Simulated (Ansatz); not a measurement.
Stepwise reaction of `C[O][AlH2]` with hydrogen sulfide, as a gas-phase model of exchange steps in deposition or etching. ΔE in kJ/mol.

Isolated molecules relaxed with PBE0-D4/def2-TZVP in Ansatz; ΔE leaves out vibrations. CCSD(T)/CBS adds triple-zeta CCSD(T) − MP2 to the extrapolated MP2 energy (def2 sets, frozen cores). This one scheme is used for every species. Functionals use def2-TZVPP. B3LYP here is the variant with VWN-RPA as its local correlation; programs differ in this. Each species was taken in one conformer, which may not be the lowest.

```
step                                           reaction  PBE-D4  B3LYP-D4  ωB97M-V  CCSD(T)/CBS
   2  `C[O][AlH][SH]` + H₂S → `C[O][Al]([SH])[SH]` + H₂   -93.0     -89.6    -89.4        -93.6
```

(1) Give the row of step 1, `C[O][AlH2]` + H₂S → `C[O][AlH][SH]` + H₂. (An estimate is asked.)

(2) By hand: ΔE of the 2 steps together at CCSD(T)/CBS.

Results:

(1) Computed: 
| step | reaction | PBE-D4 | B3LYP-D4 | ωB97M-V | CCSD(T)/CBS |
| --- | --- | --- | --- | --- | --- |
| 1 | `C[O][AlH2]` + H₂S → `C[O][AlH][SH]` + H₂ | -101.3 | -96.8 | -96.6 | -100.4 |

(2) (-100.4) + (-93.6) = -194.0 kJ/mol, or -97.0 kJ/mol a step.

In ΔE each step is higher than the one before. All are downhill at CCSD(T)/CBS. PBE-D4 differs from CCSD(T)/CBS by -0.9 to 0.6 kJ/mol a step. Isolated molecules leave out the surface, adducts and barriers. Largest T1 diagnostic: 0.012.
